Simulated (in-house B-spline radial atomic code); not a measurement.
Computed with a B-spline radial atomic code. Model: two electrons, singlet ground state, non-relativistic, full CI in B-splines with partial waves to l = 8 (at full coupling up to 3e-4 hartree above the limit, correlation up to 0.6 % small), density held at that of full coupling by Lieb maximisation.

W(λ) is the mean repulsion in the state of coupling λ less the Hartree energy of the fixed density. Its start is exact exchange, its initial slope is twice the second-order Görling-Levy correlation energy, and its area from 0 to 1 is E_xc. A straight curve means weak, dynamic correlation, and a curve that drops fast and flattens means strong correlation.

Command:
```bash
python run_ac.py task.json out
```
Settings (lengths in bohr, energies in hartree):
```
potential              dot
strength               0.473
lmax                   8
second                 0.5
```

Cost of the run: 13 s on 1 thread of Intel(R) Xeon(R) Processor @ 2.30GHz, with other jobs on the host.

**W = mean repulsion less Hartree energy, and W of three functionals.**

Given: confinement charge in harmonic well; well frequency 0.473 hartree; nuclear charge 0.5; external potential omega^2 r^2/2 - Z/r.

Computed: PBE exchange minus exact 23.911 millihartree; SCAN exchange minus exact 3.128 millihartree.

| coupling | W xc (hartree) | W xc minus exchange (millihartree) | kinetic minus Kohn-Sham (millihartree) | LDA (PW92) W minus its exchange (millihartree) | PBE W minus its exchange (millihartree) | SCAN W minus its exchange (millihartree) |
| --- | --- | --- | --- | --- | --- | --- |
| 0 | -0.58165 | 0 | 0 | 0 | 0 | 0 |
| 0.02 | -0.58353 | -1.882 | 0.02 | -10.65 | -2.66 | -1.87 |
| 0.05 | ? | ? | ? | ? | ? | ? |
| 0.12 | -0.5925 | -10.855 | 0.64 | -39.67 | -15.18 | -10.57 |
| 0.25 | ? | ? | ? | ? | ? | ? |
| 0.4 | -0.61423 | -32.582 | 6.18 | -85.55 | -43.68 | -31.31 |
| 0.6 | -0.62722 | -45.576 | 12.65 | -107.75 | -59.91 | -43.75 |
| 0.8 | -0.63854 | -56.891 | 20.54 | -125.6 | -73.77 | -54.72 |
| 1 | -0.64847 | -66.819 | 29.46 | -140.53 | -85.84 | -64.47 |
| 1.4 | -0.66505 | -83.4 | 49.23 | -164.56 | -105.97 | -81.09 |
| 2 | -0.68403 | -102.38 | 81.2 | -191.39 | -129.29 | -100.72 |
| 3 | -0.70601 | -124.37 | 135.4 | -222.51 | -157.18 | -124.27 |
| 4.5 | -0.72697 | -145.32 | 212.71 | -253.07 | -185.21 | -147.26 |
| 7 | -0.74742 | -165.78 | 327.85 | -284.55 | -214.56 | -169.48 |
| 10 | -0.76176 | -180.11 | 447.95 | -308.02 | -236.69 | -184.19 |

Q: What belongs in the row 0.05?

A: W xc (hartree): -0.5863; W xc minus exchange (millihartree): -4.649; kinetic minus Kohn-Sham (millihartree): 0.12; LDA (PW92) W minus its exchange (millihartree): -21.31; PBE W minus its exchange (millihartree): -6.57; SCAN W minus its exchange (millihartree): -4.58.

Q: What belongs in the row 0.25?

A: W xc (hartree): -0.60316; W xc minus exchange (millihartree): -21.517; kinetic minus Kohn-Sham (millihartree): 2.6; LDA (PW92) W minus its exchange (millihartree): -64.25; PBE W minus its exchange (millihartree): -29.44; SCAN W minus its exchange (millihartree): -20.76.

Q: What is the LDA exchange minus exact?

A: 85.503 millihartree.

**Energy parts, natural occupations and partial-wave weights.**

Computed: total energy 1.1321 hartree; exchange energy -0.58165 hartree; correlation energy -0.037361 hartree; kinetic part of the DFT correlation energy 0.029458 hartree; initial slope twice GL2 -0.094859 hartree; Hartree energy 1.1633 hartree; Kohn-Sham kinetic 0.7916 hartree.

| natural | occupation of the shell (electrons) |
| --- | --- |
| s | 1.9618 |
| p | 0.032711 |
| s | 0.0039906 |
| d | ? |
| p | 0.00029749 |
| f | 0.00010787 |

Q: What belongs in the row d?

A: occupation of the shell (electrons): 0.00092657.

```tsv
wave	weight
s	0.98292
p	0.016513
d	?
f	6.0316e-05
g	1.3287e-05
```

Q: What belongs in the row d?

A: weight: 0.00048919.

Q: What is the Lieb Oxford ratio E_xc over LDA exchange?

A: 1.2476.

Q: What is the kinetic part over minus potential part?

A: 0.44087.

Half-way to full coupling W has made 58 % of its drop, against 50 % for a straight line, and second-order (GL2) theory, half the initial slope, overshoots the correlation energy by about 27 %: a moderate bend, as in light atoms. Over couplings 0 to 1 the errors in E_xc come to about +33 millihartree for LDA, +12 millihartree for PBE, +4.5 millihartree for SCAN, so SCAN is nearest. In LDA and PBE the errors of exchange and correlation have opposite signs, so the sum is smaller than the larger of the two.
